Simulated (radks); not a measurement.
Results of a calculation; reference values are marked as such.
Task: The mean radii <r> (bohr) of the occupied orbitals of an atom or ion are listed with their occupations. Level of theory: Dirac Kohn-Sham, BLYP, spin-unpolarised, spherical densities, finite nucleus; Fermi nuclear charge, rms radius of each element as measured or else 0.836 A^(1/3) + 0.57 fm (a radial shooting solver on a logarithmic mesh with Libxc functionals).

orbital  occ.      <r>
1s1/2       2  0.03111
2s1/2       2   0.1345
2p1/2       2   0.1141
2p3/2       4   0.1192
3s1/2       2   0.3684
3p1/2       2   0.3601
3p3/2       4   0.3710
3d3/2       4   0.3438
3d5/2       6   0.3473
4s1/2       2   0.9091
4p1/2       2   0.9738
4p3/2       4    1.005
4d3/2     3.6    1.304
4d5/2     5.4    1.321

Name the element and its charge. Open shells, if any, are shared by 2j + 1.

Result: Z = 47, silver, charge +2: Ag2+ in [Kr] 4d9. The 1s radius gives Z: for a bare nucleus <r> = (2 gamma + 1)/(2Z) with gamma = sqrt(1 - (Z/c)^2), 0.03062 bohr for Z = 47, and screening makes it slightly larger (0.03111 here). The occupations add up to 45, and the charge is Z minus that.
